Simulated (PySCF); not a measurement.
bromine monochloride (BrCl), SMILES ClBr. Heavy atoms are numbered as in [Cl:1][Br:2].

Geometry: B3LYP-D3(BJ)/def2-TZVP.

These are PySCF with PBE/def2-TZVPD values and carry that method's errors.

ESP charges are fitted to the potential on shells at 1.4 to 2.0 van der Waals radii. Atomic charges (e), one atom of each kind:

```json
[
 {"atom": "Cl1", "ESP fit": "-0.04", "meta-Löwdin": "-0.08"},
 {"atom": "Br2", "ESP fit": "0.04", "meta-Löwdin": "0.08"}
]
```
